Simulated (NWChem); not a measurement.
System: GaClF2; SMILES [F][Ga]([F])[Cl]

Computed with NWChem. Medium grid unless said otherwise, to which SCAN and Minnesota functionals are sensitive. Geometry: optimised at PBE0/def2-SVP. Total energies of different functionals are on different scales.

| level | energy (Ha) | highest occupied level (eV) | orbital gap (eV) | dipole (D) |
|---|---|---|---|---|
| B3LYP/def2-TZVP | -2585.0455 | ___ | ___ | ___ |
| PBE/def2-TZVP | -2584.3164 | -8.56 | 5.37 | 0.89 |
| PW91/def2-TZVP | -2585.0711 | -8.61 | 5.34 | 0.91 |
| r2SCAN/def2-TZVP | -2584.8642 | -8.95 | 6.07 | 0.88 |
| M06-L/def2-TZVP | -2584.8898 | -8.84 | 6.06 | 0.80 |
| OLYP/def2-TZVP | -2585.5023 | -8.39 | 5.53 | 0.85 |
| LC-wPBE (HJS exchange hole, range parameter 0.4 per bohr)/def2-TZVP | -2584.4639 | -12.94 | 13.13 | 0.83 |

Question: Some entries are withheld; supply them.

Answer: 
- B3LYP/def2-TZVP, highest occupied level (eV): -9.77
- B3LYP/def2-TZVP, orbital gap (eV): 7.18
- B3LYP/def2-TZVP, dipole (D): 0.98
